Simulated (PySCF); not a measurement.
## Simulated absorption spectrum

C6H11N.
Atom-mapped SMILES: `[CH2:1]=[C:2](/[CH:3]=[CH:4]\[CH3:5])[CH2:6][NH2:7]` (hydrogens: H8, H9 on C1; H10 on C3; H11 on C4; H12, H13, H14 on C5; H15, H16 on C6; H17, H18 on N7)

Computed, not measured: TDDFT PBE0/def2-SVPD, vertical, gas phase, core orbitals frozen in the response (PySCF). Geometry: GFN2-xTB, one conformer, isolated molecule. Torsions of this conformer, `[CH2:1]=[C:2](/[CH:3]=[CH:4]\[CH3:5])[CH2:6][NH2:7]`: C1–C2–C3–C4 -161°, C1–C2–C6–N7 -20°, H–N7–C6–C2 180°, H–N7–C6–C2 -61°.

Computed states:

```json
{"state": "S1", "E (eV)": "5.27", "f": "0.038"}
{"state": "S2", "E (eV)": "5.60", "f": "0.471"}
{"state": "S3", "E (eV)": "6.03", "f": "0.0057"}
{"state": "S4", "E (eV)": "6.31", "f": "0.013"}
{"state": "S5", "E (eV)": "6.51", "f": "0.029"}
{"state": "S6", "E (eV)": "6.78", "f": "0.0050"}
```

Each state is given a Gaussian of 0.4 eV full width at half maximum, with ε(max) = 2.175×10⁸ f / Δν̃ (Δν̃ the width in cm⁻¹). The width is an assumption, not a result. The curve ends short of the highest state used, and states not computed would add to its high-energy end.

(1) What does the envelope look like, and where are its maxima?

(2) Coming from long wavelengths, where does ε first pass 100 L mol⁻¹ cm⁻¹?

(3) On this curve, what absorbance would a 10⁻⁴ mol/L sample give at 254 nm over a 1 cm path?

## Answers

(1) 
| λ (nm) | ε (L mol⁻¹ cm⁻¹) |
| --- | --- |
| 200.5 | 1306 |
| 202.4 | 1240 |
| 204.2 | 1487 |
| 206.1 | 2302 |
| 207.9 | 3883 |
| 209.8 | 6704 |
| 211.7 | 10846 |
| 213.5 | 15807 |
| 215.4 | 21528 |
| 217.2 | 26548 |
| 219.1 | 30436 |
| 220.9 | 32105 |
| 222.8 | 31503 |
| 224.6 | 28965 |
| 226.5 | 24890 |
| 228.3 | 20466 |
| 230.2 | 15911 |
| 232.0 | 12141 |
| 233.9 | 8937 |
| 235.8 | 6517 |
| 237.6 | 4830 |
| 239.5 | 3528 |
| 241.3 | 2618 |
| 243.2 | 1896 |
| 245.0 | 1375 |
| 246.9 | 958 |
| 248.7 | 662 |
| 250.6 | 434 |
| 252.4 | 282 |
| 254.3 | 173 |
| 256.1 | 105 |
| 258.0 | 60 |
| 259.9 | 33 |
| 261.7 | 18 |
| 263.6 | 10 |
| 265.4 | 5 |

Maxima: 221 nm (5.60 eV), ε about 32000, made up of S2 (99%) (ε in L mol⁻¹ cm⁻¹; maxima over ε = 5, shares over 10%). At its high-energy end, 6.18 eV, the curve is still rising (ε about 1300, from S3, S4 and S5).

(2) At about 256 nm (4.84 eV), 0.43 eV below S1.

(3) 254 nm is 4.881 eV, where ε is about 190 L mol⁻¹ cm⁻¹, so A = ε c l ≈ 0.019 (Beer–Lambert, with the gas-phase spectrum and the assumed width).

Cost: about 90 s of CPU time on one thread; the machine was shared, so the figure is rough.
